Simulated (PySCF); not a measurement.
## Ionisation energy along the 27-electron series

Calculated with PySCF 2.14 and a two-component X2C-1e Hamiltonian (Gaussian nucleus, no Breit or QED terms), each ion in its own even-tempered basis scaled to its charge; GMP2 freezes [Ne] and drops the highest virtual spinors. Values in eV. NIST values: (m) measured, (s) semi-empirical, (t) theoretical.

| ion | configuration | GHF (spin-free) | GMP2 (spin-free) | GHF (screened spin-orbit) | GMP2 (screened spin-orbit) | NIST |
| --- | --- | --- | --- | --- | --- | --- |
| Pr(32+) | [Ar] 3d9 | 2115.9 | 2117.3 | 2108.3 | 2109.7 | 2108 ± 4 (t) |
| Pm(34+) | [Ar] 3d9 | 2353.4 | 2354.9 | 2344.4 | 2345.8 | 2344 ± 5 (t) |

Q: Fill in the row of Nd(33+).

A: configuration: [Ar] 3d9; GHF (spin-free): 2233.1; GMP2 (spin-free): 2234.5; GHF (screened spin-orbit): 2224.8; GMP2 (screened spin-orbit): 2226.2; NIST: 2224 ± 5 (t).
